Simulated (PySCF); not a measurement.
**A ladder of Hamiltonians for Nb(31+) (niobium, charge +31)**

Occupied: 1s1/2, 2s1/2, 2p1/2, 2p3/2. Hartree-Fock calculated with PySCF 2.14 in an even-tempered Gaussian basis (17 s from 3.8 bohr⁻², ratio 2.7; 12 p from 4.5 bohr⁻², ratio 2.7), Gaussian nucleus throughout. NR is non-relativistic, sf-X2C the spin-free one-electron X2C Hamiltonian, X2C adds the bare one-electron spin-orbit term, X2C-SNSO screens it by Boettger's factors, DC is four-component Dirac-Coulomb, and the Gaunt and Breit terms are added at first order (total energies over the DC spinors, levels after relaxing the spinors in that mean field). QED terms are absent. Levels marked empty are virtual spinors of this ion.

```csv
Hamiltonian,E (hartree),E − E(DC) (hartree),CPU seconds
NR,-3017.9071,59.9063,0.35
sf-X2C,-3076.7581,1.0553,0.19
X2C,-3077.1452,0.6682,0.24
X2C-SNSO,-3077.1076,0.7058,0.25
DC,-3077.8134,0.0000,11
DC+Gaunt,-3075.7165,2.0969,19
DC+Breit,-3075.8980,1.9154,56
```

```tsv
level (eV)	NR	sf-X2C	X2C	X2C-SNSO	DC	DC+Gaunt	DC+Breit
1s1/2	-20339.5	-20790.6	-20789.9	-20790.0	-20803.3	-20768.6	-20770.8
2s1/2	-4214.9	-4334.3	-4334.1	-4334.1	-4335.6	-4332.3	-4332.5
2p1/2	-4014.0	-4052.4	-4124.9	-4121.2	-4121.7	-4115.9	-4116.6
2p3/2	-4014.0	-4052.4	-4018.5	-4020.2	-4021.2	-4017.1	-4017.7
3s1/2 (empty)	-1647.8	-1683.0	-1682.9	-1682.9	-1683.3	-1682.4	-1682.5
3p1/2 (empty)	-1584.5	-1599.3	-1616.8	-1615.9	-1616.1	-1614.7	-1614.9
3p3/2 (empty)	-1584.5	-1599.3	-1591.0	-1591.4	-1591.6	-1590.7	-1590.9
```

```
interval (eV)    X2C  X2C-SNSO     DC  DC+Gaunt  DC+Breit
2p3/2 − 2p1/2  106.3     101.0  100.5     98.84     98.84
3p3/2 − 3p1/2  25.79     24.50  24.43     23.99     23.99
```

Weight of the small component: 1s1/2 0.0224, 2s1/2 0.00476, 2p1/2 0.00471, 2p3/2 0.00457, 3s1/2 0.00175, 3p1/2 0.00171, 3p3/2 0.00168.

Koopmans' value for the highest occupied level at DC+Breit: 4017.7 eV, against an ionisation energy of 4020.1 ± 2.2 eV (semi-empirical (NIST evaluation); NIST Atomic Spectra Database, ionization energies); the former lacks relaxation, correlation, QED and recoil.

The whole ladder took 90 s of wall time on 1 thread of Neoverse-N1 (shared host), launched as `OMP_NUM_THREADS=1 python relrun2.py TASK.json OUT` (a driver that calls PySCF for each Hamiltonian).
